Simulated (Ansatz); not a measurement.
KSiNH₅ (charge +1), closed shell: a pair in one relaxed arrangement.

The input file, in.yaml:

```yaml
crystal:
  periodic: [false, false, false]
  atoms:
    - {symbol: K, position_ang: [2.229084, 0.926416, -1.736257]}
    - {symbol: Si, position_ang: [-0.929434, -0.146544, -0.048585]}
    - {symbol: N, position_ang: [0.759421, -0.011173, 0.465615]}
    - {symbol: H, position_ang: [-1.320934, 1.225018, -0.459811]}
    - {symbol: H, position_ang: [-0.903407, -1.040743, -1.234013]}
    - {symbol: H, position_ang: [-1.846424, -0.671927, 0.987185]}
    - {symbol: H, position_ang: [1.140674, -0.901794, 0.772348]}
    - {symbol: H, position_ang: [0.871022, 0.620746, 1.253520]}
basis:
  gaussian: {orbitals: "def2-TZVPPD.json"}
total_charge: 1
hamiltonian: {xc: {name: wB97M-V}}
```

The basis file named in the input lies beside it (Basis Set Exchange, JSON).

Launched with

```bash
ansatz run in.yaml --threads 2 --pin off --events-out ev --progress --plain --max-ram 5222MiB
```

What Ansatz 0.2.0 printed:

```
Functional definition: wB97M-V
  name "wB97M-V"
  cite "Mardirossian & Head-Gordon, J. Chem. Phys. 144, 214110 (2016) doi:10.1063/1.4952647"
  cite "Becke, J. Chem. Phys. 107, 8554 (1997) doi:10.1063/1.475007"
  cite "Vydrov & Van Voorhis, J. Chem. Phys. 133, 244103 (2010) doi:10.1063/1.3521275"
  # Of w^i u^j: cxij and so on, Table III.
  parameter omega = 0.3/bohr
  parameter cx = 0.15
  parameter cx01 = 1.007
  parameter cx10 = 0.259
  parameter css00 = 0.443
  parameter css04 = -1.437
  parameter css10 = -4.535
  parameter css20 = -3.390
  parameter css43 = 4.278
  parameter cos00 = 1.000
  parameter cos10 = 1.358
  parameter cos20 = 2.924
  parameter cos21 = -8.812
  parameter cos60 = -1.390
  parameter cos61 = 9.142
  parameter b = 6.0
  parameter c = 0.01
  gx(w, u) = 1 - cx + cx01*u + cx10*w
  gss(w, u) = css00 + css04*u^4 + css10*w + css20*w^2 + css43*w^4*u^3
  gos(w, u) = cos00 + cos10*w + (cos20 + cos21*u)*w^2 + (cos60 + cos61*u)*w^6
  exchange = spin_sum(e_x_unif_sr(omega)*gx(b97_w, b97_u_x)) + cx*exact_x_sr(omega) + exact_x_lr(omega)
  correlation = spin_sum(e_c_pw_mod_same_spin*gss(b97_w, b97_u_same))
      + integral(e_c_pw_mod_opposite_spin*gos(b97_w_opposite, b97_u_opposite)) + vv10(b, c)
1131 factors; their error is unknown
357 factors; integrals over basis functions are off by at most 4.0e-5 eV
mean field evaluation 1: about -25758.0417 eV, gradient 7.7e1 eV
mean field evaluation 2: about -25755.6481 eV, gradient 7.9e1 eV
mean field evaluation 4: about -25768.9969 eV, gradient 9.2e-1 eV
mean field evaluation 8: about -25769.0510 eV, gradient 3.3e-1 eV
mean field evaluation 16: about -25769.0511 eV, gradient 2.5e-5 eV
mean field -25769.05110111 eV, -946.9951610757 hartree, gradient 2.5e-5 eV, S^2 0.000000; 0 other end points of the search recorded, 0 dependent functions left out
reference -25769.05116661 eV, -946.9951634825 hartree; 22, 22 occupied and 184, 184 virtual orbitals, 1131 factors
Total energy: -25769.05116661 eV, -946.9951634825 hartree
```

Hardware: 2 CPU threads of an Arm Neoverse V1, shared host. Wall time about 15 s.
